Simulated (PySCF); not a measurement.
Computed properties of B(F)(GeH3)(OMe) (CH₆BFGeO), SMILES [GeH3][B](F)OC

CH6BFGeO, SMILES CO[B](F)[GeH3]. The structure is a stationary point at TPSSh-D3(BJ)/def2-SVP. This is a generated structure with no PubChem entry under its InChIKey; it may be hypothetical. Other conformers were not sampled. All values are computed for the isolated molecule unless a solvent is named; none is compared with measurement here.

**Structure.** The optimised structure has Cs symmetry. All 27 harmonic modes at TPSSh-D3(BJ)/def2-SVP (PySCF) are real, so it is a minimum. With heavy atoms numbered as in [B:1]([F:2])([GeH3:3])[O:7][CH3:8], the shortest bond between them is B1–F2 at 1.336 Å and the longest B1–Ge3 at 2.089 Å.

**Vibrations.** The strongest infrared lines (harmonic, unscaled, degenerate partners summed) lie at 1405 cm⁻¹ (363 km/mol, B 40 %, H 26 %, O 21 %, C 11 %), 823 cm⁻¹ (160 km/mol, H 97 %), 1271 cm⁻¹ (156 km/mol, B 51 %, F 21 %, O 11 %, H 9 %). The softest mode is at 69 cm⁻¹ and the zero-point energy is 45.7 kcal/mol.

**Electronic structure.** r2SCAN/def2-TZVP (PySCF) places the frontier levels at -7.32 and -1.14 eV, a gap of 6.18 eV, and gives a dipole moment of 2.30 D and a mean polarisability of 62.8 bohr³. PBE/def2-TZVP (PySCF) at the same geometry gives -7.02 and -1.38 eV, so its gap is 0.54 eV narrower. An orbital gap is neither the optical nor the fundamental gap.

**Excitations.** TDDFT-B3LYP/def2-SVPD (PySCF) has S1 at 6.36 eV (195 nm, f = 0.022, weak); the most intense of the 10 singlets computed lies at 8.40 eV (f = 0.10). T1 (TDA) is at 5.44 eV. TDDFT-PBE/def2-SVPD (PySCF) puts S1 at 6.02 eV. No vertical singlet excitation falls in the visible range (under 3.1 eV).

**NMR.** GIAO shifts at HF/pcSseg-1 (PySCF) (non-relativistic, atoms alike by connectivity averaged): ¹³C at 53.5 ppm against TMS; ¹H from 3.6 to 3.9 ppm against TMS; ¹⁹F at -25.6 ppm against CFCl3; ¹¹B at 22.5 ppm against BF3.
